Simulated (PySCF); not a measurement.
Computed NMR parameters against published values

Mapped SMILES: `[O:1]=[C:2]([F:3])[C:4]([F:5])([F:6])[F:7]`.

The experiment to reproduce: δ 19F F5/F6/F7 -76.0 ppm (measured; Wikipedia, Fluorine-19 nuclear magnetic resonance spectroscopy).
δ 19F F3 15.0 ppm (measured; solution; E. Pretsch, P. Bühlmann, M. Badertscher, Structure Determination of Organic Compounds, 4th ed., Springer 2009).

Equivalent nuclei averaged, one computed conformer, no solvent, no relativistic terms. Structure optimised with PBE0-D3(BJ)/def2-TZVP; σ from GIAO-B97-2/pcSseg-2; PySCF 2.14.0 with density-fitted response routines.

(1) What does the calculation give, and how does it compare?

(2) How far are the unscaled 19F shifts from the references?

Results:

(1) 
Reference values: measured (Wikipedia, Fluorine-19 nuclear magnetic resonance spectroscopy).
| atoms | quantity | reference | computed | computed, scaled |
| --- | --- | --- | --- | --- |
| F5/F6/F7 | δ 19F vs CFCl3 | -76.0 | -86.0 | -76.1 |

Reference values: measured (solution; E. Pretsch, P. Bühlmann, M. Badertscher, Structure Determination of Organic Compounds, 4th ed., Springer 2009).
| atoms | quantity | reference | computed | computed, scaled |
| --- | --- | --- | --- | --- |
| F3 | δ 19F vs CFCl3 | 15.0 | 18.5 | 12.5 |

Computed shifts are σ(ref) − σ with the named reference compound (TMS for H and C) calculated as an isolated molecule at the same level. The measured values may be among those fitted. Shieldings were converted by a linear fit to measured shifts: 19F: δ = 160.24 − 0.938σ +9.4 on sp3 carbon (rms 4.8 ppm, 130 shifts, 5.6 ppm with the 3 outliers that the fit left out vs CFCl3, solution or neat liquid). A few per cent of atoms miss by over 2 rms, more outside the fitted compound classes.

(2) Mean signed difference -3.25 ppm, mean absolute 6.75 ppm over 2 comparisons; the largest is -10.0 ppm at F5/F6/F7 (fluorine of a CF3 group).
